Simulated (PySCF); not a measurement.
**Polarisability and C₆ of Au³⁺ (gold, charge +3)**

[Xe] 4f14 5d8, high-spin 3F determinant. Computed with PySCF 2.14 in aug-cc-pVTZ-PP with one added diffuse shell each of s, p, d, f, g type with ECP60MDF (7s7p6d4f3g, 113 functions), with scalar relativity through the core potential. Coupled (time-dependent) response in atomic units; α is the mean over directions.

```csv
method,mean α (bohr³),C₆ (like pair),S(−4)
wB97X-V,6.011,34.40,5.977
```

S(−4) is the Cauchy moment in α(ω) = α(0) + S(−4) ω² + …

Spin-orbit coupling is absent.

α(iu) at wB97X-V:

| u (hartree) | α(iu) (bohr³) |
| --- | --- |
| 0 | 6.011 |
| 0.0500 | 5.996 |
| 0.100 | 5.952 |
| 0.200 | 5.787 |
| 0.300 | 5.544 |
| 0.500 | 4.947 |
| 0.750 | 4.197 |
| 1.00 | 3.550 |
| 1.50 | 2.576 |
| 2.00 | 1.922 |
| 3.00 | 1.158 |
| 5.00 | 0.5309 |

A single London oscillator, α(iu) = α/(1 + u²/ω²), gives C₆ = (3/4) ω α². Matching the computed C₆ needs ω = 4 × 34.40 / (3 × 6.011²) = 1.27 hartree.

For an ion, C₆ is the dispersion term alone; charge-induced terms of lower order in 1/R come first.

Energies and moments cover only the electrons outside the core potential. Spin-orbit coupling, absent here, splits the open shell strongly.
